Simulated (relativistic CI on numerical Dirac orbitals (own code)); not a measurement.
**Ce48+: sensitivity of the levels to the model**

Base calculation: Dirac-Coulomb-Breit CI, separate exchange-only KLI orbitals for each configuration, a model potential for QED, unscaled Slater integrals.

CI space (outside the closed core 1s2): 2s2.2p6, 2s2.2p5.3s, 2s2.2p5.3p, 2s2.2p5.3d, 2s.2p6.3s, 2s.2p6.3p, 2s.2p6.3d, 2s2.2p5.4s, 2s2.2p5.4p, 2s2.2p5.4d, 2s2.2p5.4f, 2s.2p6.4s, 2s2.2p4.3s2, 2s.2p6.4p, 2s.2p6.4d, 2s.2p6.4f. Levels of other configurations are missing.

Variants: (1) P86 correlation estimate; (2) Breit term removed. Shifts of the energy above 2s2.2p6 1S_0, in eV, for the lowest level and the first level of each name with at least 55 % of one term (blank where a level changes its place among those of its configuration and J or its character, or is not in the variant):

| Level | Base | Δ(1) | Δ(2) |
| --- | --- | --- | --- |
| 2s2.2p6 1S_0 | 0.00 | 0.00 | 0.00 |
| 2s2.2p5.3s 3P°_2 | 4927.26 | +1.55 | +8.91 |
| 2s2.2p5.3s 1P°_1 | 4933.40 | +1.55 | +8.73 |
| 2s2.2p5.3p 3D_3 | 5152.08 | +1.67 | +9.20 |
| 2s2.2p5.3p 1P_1 | 5152.15 | +1.67 | +8.87 |
| 2s2.2p5.3p 3P_2 | 5161.29 | +1.67 | +8.38 |
| 2s2.2p5.3p 1S_0 | 5201.31 | +1.67 | +7.62 |
| 2s2.2p5.3d 3P°_0 | 5268.88 | +1.30 | +7.63 |
| 2s2.2p5.3d 3P°_1 | 5275.62 | +1.30 | +8.89 |
| 2s2.2p5.3d 3D°_2 | 5283.77 | +1.30 | +8.93 |
| 2s2.2p5.3d 3F°_4 | 5303.27 | +1.30 | +11.07 |
| 2s2.2p5.3d 3D°_3 | 5315.65 | +1.30 | +10.21 |
| 2s2.2p5.3d 1P°_1 | 5337.90 | +1.31 | +10.88 |
| 2s2.2p5.3s 3P°_0 | 5387.03 | +1.55 | +14.46 |

At this charge energies of transitions that change n are usually good to better than 1 %, and those within a shell (Δn = 0) to a few per cent.

Ionisation energy from the two ground configurations alone: base 9019.19 eV; P86 correlation estimate 9021.35 eV; Breit term removed 9030.64 eV. The NIST ASD value (theoretical) is 9020 eV.

LS names give the leading component of a level, which can be under half, so a name can repeat, a term be missing and a line seem to break the LS rules.
